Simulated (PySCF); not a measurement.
Compound: C₉H₁₆P (charge +1).
Atom-mapped SMILES: `[CH3:1][C:2]([CH3:3])([CH3:4])[PH+:5]1[CH:6]=[CH:7][CH2:8][CH:9]=[CH:10]1` (hydrogens: H11, H12, H13 on C1; H14, H15, H16 on C3; H17, H18, H19 on C4; H20 on P5; H21 on C6; H22 on C7; H23, H24 on C8; H25 on C9; H26 on C10)

Computed with PySCF at PBE0/pcSseg-1, non-relativistic, on one gas-phase PBE0-D3(BJ)/def2-SVP geometry that isn't relaxed in the solvent. The solvent is an IEF-PCM continuum (Bondi radii, 1.10 Å for H, scaled by 1.2). Specific hydrogen bonds and non-electrostatic terms are outside this model.

```json
{"run": "gas", "E − E(gas) (kcal/mol)": "0.00", "HOMO (eV)": "-12.04", "HOMO–LUMO gap (eV)": "6.93"}
{"run": "P", "E − E(gas) (kcal/mol)": "-27.38", "HOMO (eV)": "-9.81", "HOMO–LUMO gap (eV)": "6.95"}
{"run": "Q", "E − E(gas) (kcal/mol)": "-43.74", "HOMO (eV)": "-8.51", "HOMO–LUMO gap (eV)": "6.96"}
```

**Question.** The runs were made in benzene and dichloromethane. Which run belongs to which solvent?

**Answer.** P = benzene, Q = dichloromethane. The dielectric constants are 2.271 (benzene), 8.93 (dichloromethane), and the energy falls further as ε rises. In this model the ground state sees the solvent through ε alone.

**Question.** How constant is the ratio of the lowering to 1 − 1/ε?

**Answer.** 
| solvent | 1 − 1/ε | E − E(gas) (kcal/mol) | ratio (kcal/mol) | polarisation term (kcal/mol) |
| --- | --- | --- | --- | --- |
| benzene | 0.560 | -27.38 | -48.9 | -27.51 |
| dichloromethane | 0.888 | -43.74 | -49.3 | -44.25 |

The ratio changes by +0.7 % in size from benzene to dichloromethane. The polarisation term is half the interaction of the solute with the induced surface charges.

The run took 73 s of wall time on one thread of an Arm Neoverse V1, no GPU, shared host with 32 logical CPUs at a one-minute load of 26, and the process peaked at 1.4 GiB of memory. This is the whole shielding run at PBE0/pcSseg-1 in dichloromethane, SCF included.

The values belong to the conformer `[CH3:1][C:2]([CH3:3])([CH3:4])[PH+:5]1[CH:6]=[CH:7][CH2:8][CH:9]=[CH:10]1`: C1–C2–P5–C6 62°.
